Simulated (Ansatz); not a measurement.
C2H5NSi can be A, `NC1=C[SiH2]1`, or B, `C1=N[SiH2]C1`.

Calculated with Ansatz (gas phase, PBE0-D4/def2-TZVP geometries, no zero-point term in ΔE). CCSD(T)/CBS adds triple-zeta CCSD(T) − MP2 to the extrapolated MP2 energy (def2 sets, frozen cores). Functionals use def2-TZVPP. B3LYP here is the variant with VWN-RPA as its local correlation; programs differ in this. One conformer a species, not always the lowest.

(1) Which isomer does CCSD(T)/CBS put lower? Give the gap. (Estimate.)

(2) Give E(B) − E(A) in kcal/mol with PBE-D4, B3LYP-D4, BLYP-D4, HF/def2-TZVPP, PBE0-D4, CCSD(T)/def2-TZVPP, CCSD/def2-TZVPP. (An estimate is asked.)

(3) Does the order hold for the free energy at 298.15 K (harmonic terms from PBE0-D4)? (Best estimate.)

Largest T1 diagnostic: 0.013.

Answers

(1) Computed: B, by 23.0 kcal/mol.

(2) Ansatz gave: PBE-D4 -17.9, B3LYP-D4 -20.2, BLYP-D4 -19.4, HF/def2-TZVPP -25.6, PBE0-D4 -19.2, CCSD(T)/def2-TZVPP -24.1, CCSD/def2-TZVPP -24.3. None reverses the order clearly.

(3) Computed: Yes: G(B) − G(A) = -22.8 kcal/mol, for one conformer each.

From BLYP to BHLYP (50 % exact exchange), in def2-TZVPP and without D4, E(B) − E(A) moves by −3.0 kcal/mol. Leaving LDA and LC-ωPBE aside and taking each functional with its dispersion term where it has one, the values, not all of them listed here, spread over 4.9 kcal/mol, from ωB97X-V to PBE-D4. LDA lies +2.6 kcal/mol from PBE without D4.
